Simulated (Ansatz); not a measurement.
Dissociation curve of CBe, lowest singlet found (which spin is the ground state isn't settled by this scan).

- RCCSD(T) = CCSD(T) on RHF/aug-cc-pVDZ, frozen core run with Ansatz (an electronic-structure program)
- RKS-B3LYP = restricted B3LYP/aug-cc-pVDZ run with Ansatz
- RKS-PBE = restricted PBE/aug-cc-pVDZ (Ansatz)
- FCI = full CI/aug-cc-pVDZ, frozen core (Ansatz)

Cost and accuracy over the 11 points of the scan, with FCI as yardstick. Costs are rough ratios of core time within Ansatz on shared cores, each with its mean field (Kohn-Sham runs search longer for lower solutions than correlated ones do); the miss is the largest error against full CI of the curve after the mean shift, in kJ/mol.

Which is the cheapest of these levels that stays within 9.6 kJ/mol of FCI?

RCCSD(T).

| level | relative cost | largest error |
|---|---|---|
| RCCSD(T) | 1 | 5.7 |
| RKS-B3LYP | 2 | 24.3 |
| RKS-PBE | 3 | 13.5 |

Costs within a factor of two of each other count as equal.

The scan ran from 1.24 to 5.83 Å; beyond the distances shown full CI changes its symmetry label. The T1 diagnostic of CCSD on the restricted reference of RCCSD(T) exceeds 0.045 at 1.35 to 2.04 Å. The restricted form behind RKS-B3LYP, RKS-PBE keeps the bonding electrons paired and can't separate into open-shell fragments. Also computed but left out beside FCI, since their determinant holds another spin at the minimum (<S²> over 0.7 above the pure value): UHF, UMP2, UCCSD, UCCSD(T), UKS-B3LYP, UKS-PBE, UKS-B3LYP/6-31G*, UHF/STO-3G, UKS-LDA (SVWN5)/6-31G*, UHF/6-31G*.
